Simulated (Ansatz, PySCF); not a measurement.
3-fluoropenta-1,2,4-triene (C5H5F), SMILES C=C=C(F)C=C. Atoms are numbered in the order given.

```xyz
11

C     -0.4133    -2.5886     0.0000
C     -0.0966    -1.3224     0.0000
C      0.1875    -0.0331     0.0000
F      1.4676     0.3697     0.0000
C     -0.7981     1.0366     0.0000
C     -0.4763     2.3356     0.0000
H     -0.5502    -3.1462    -0.9352
H     -0.5502    -3.1462     0.9352
H     -1.8420     0.7112     0.0000
H      0.5674     2.6576     0.0000
H     -1.2499     3.1061     0.0000
```
Charge 0, spin multiplicity 1.

Geometry optimised at PBE0-D3(BJ)/def2-SVP. The values are those of a single conformer.

Two levels are set side by side: PBE-D3(BJ)/def2-SVP (Ansatz, a first-principles code) and PBE0-D3(BJ)/def2-SVP (Ansatz). Each level has its own optimised geometry; the coordinates shown are those of the second. Frequencies come from the Hessian of PySCF at each geometry. Differences are taken from unrounded values.

```csv
quantity,PBE0-D3(BJ)
mean bond length (Å),1.223
bond C1–C2 (Å),1.305
bond C2–C3 (Å),1.320
bond C3–F4 (Å),1.342
bond C3–C5 (Å),1.455
bond C5–C6 (Å),1.338
bond C1–H7 (Å),1.097
bond C1–H8 (Å),1.097
bond C5–H9 (Å),1.093
bond C6–H10 (Å),1.092
bond C6–H11 (Å),1.092
highest harmonic wavenumber (cm⁻¹),3289
mean harmonic wavenumber (cm⁻¹),1337
zero-point energy (kcal/mol),51.62
```

Problem. What does PBE-D3(BJ) give, and how far is it from PBE0-D3(BJ)? (An estimate is asked for; the answer gives what the named calculation found.)

Solution. 
```json
[
 {"quantity": "mean bond length (Å)", "PBE-D3(BJ)": "1.233", "PBE-D3(BJ) minus PBE0-D3(BJ)": "0.010"},
 {"quantity": "bond C1–C2 (Å)", "PBE-D3(BJ)": "1.314", "PBE-D3(BJ) minus PBE0-D3(BJ)": "0.009"},
 {"quantity": "bond C2–C3 (Å)", "PBE-D3(BJ)": "1.332", "PBE-D3(BJ) minus PBE0-D3(BJ)": "0.012"},
 {"quantity": "bond C3–F4 (Å)", "PBE-D3(BJ)": "1.359", "PBE-D3(BJ) minus PBE0-D3(BJ)": "0.017"},
 {"quantity": "bond C3–C5 (Å)", "PBE-D3(BJ)": "1.458", "PBE-D3(BJ) minus PBE0-D3(BJ)": "0.003"},
 {"quantity": "bond C5–C6 (Å)", "PBE-D3(BJ)": "1.351", "PBE-D3(BJ) minus PBE0-D3(BJ)": "0.012"},
 {"quantity": "bond C1–H7 (Å)", "PBE-D3(BJ)": "1.106", "PBE-D3(BJ) minus PBE0-D3(BJ)": "0.009"},
 {"quantity": "bond C1–H8 (Å)", "PBE-D3(BJ)": "1.106", "PBE-D3(BJ) minus PBE0-D3(BJ)": "0.009"},
 {"quantity": "bond C5–H9 (Å)", "PBE-D3(BJ)": "1.102", "PBE-D3(BJ) minus PBE0-D3(BJ)": "0.008"},
 {"quantity": "bond C6–H10 (Å)", "PBE-D3(BJ)": "1.100", "PBE-D3(BJ) minus PBE0-D3(BJ)": "0.008"},
 {"quantity": "bond C6–H11 (Å)", "PBE-D3(BJ)": "1.100", "PBE-D3(BJ) minus PBE0-D3(BJ)": "0.008"},
 {"quantity": "highest harmonic wavenumber (cm⁻¹)", "PBE-D3(BJ)": "3197", "PBE-D3(BJ) minus PBE0-D3(BJ)": "-92"},
 {"quantity": "mean harmonic wavenumber (cm⁻¹)", "PBE-D3(BJ)": "1288", "PBE-D3(BJ) minus PBE0-D3(BJ)": "-49"},
 {"quantity": "zero-point energy (kcal/mol)", "PBE-D3(BJ)": "49.73", "PBE-D3(BJ) minus PBE0-D3(BJ)": "-1.89"}
]
```

GGA bonds tend to be longer and softer than those of functionals with exact exchange. Differences between two approximate levels are no errors against the true value.
